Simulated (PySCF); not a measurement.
**Working out the ionisation energy of Ge⁺**

Ge⁺ [Ar] 3d10 4s2 4p1 (2P) → Ge²⁺ [Ar] 3d10 4s2 (1S). All numbers are calculated (PySCF 2.14, scalar relativity through the core potential, in aug-cc-pVTZ-PP with ECP10MDF). Frozen: 3s2 3p6 3d10. Energies in hartree (1 hartree = 27.21139 eV):

```json
{"part": "UHF", "Ge⁺ (lower)": "-293.080756", "Ge²⁺ (upper)": "-292.520326"}
{"part": "MP2 opposite-spin", "Ge⁺ (lower)": "-0.035133", "Ge²⁺ (upper)": "-0.028932"}
{"part": "MP2 same-spin", "Ge⁺ (lower)": "-0.002568", "Ge²⁺ (upper)": "0.000000"}
```

Q: What does Hartree-Fock give?

A: (-292.520326) − (-293.080756) = 0.560430 hartree = 15.250 eV.

Q: What do MP2 and SCS-MP2 (6/5 opposite-spin, 1/3 same-spin) give?

A: The opposite-spin parts differ by 0.169 eV and the same-spin parts by 0.070 eV. MP2: 15.250 + (0.169) + (0.070) = 15.489 eV. SCS-MP2: 15.250 + 1.2 × (0.169) + (0.070)/3 = 15.476 eV.

Measured between the centres of the two terms (NIST): 15.789 eV, so MP2 (valence) is off by -0.300 eV.

What remains against the reference includes basis incompleteness, the frozen core and correlation beyond second order.
